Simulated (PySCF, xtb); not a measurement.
C2H6Te, SMILES CC[TeH].

Harmonic wavenumbers (cm⁻¹) from GFN2-xTB run with xtb at its own minimum, in rising order: 132, 241, 253, 518, 607, 760, 994, 1015, 1086, 1242, 1247, 1416, 1474, 1499, 1502, 1935, 2999, 3011, 3022, 3028, 3030.

What does B3LYP-D3(BJ)/def2-SVP run with PySCF give at its own minimum? (An estimate is asked for; the answer gives what the named calculation found.)

136, 246, 256, 479, 600, 753, 970, 990, 1063, 1219, 1247, 1395, 1450, 1463, 1471, 2095, 3019, 3073, 3098, 3118, 3144. Paired by order, the mean absolute difference is 38 cm⁻¹ and the zero-point energies are 44.3 and 44.7 kcal/mol.
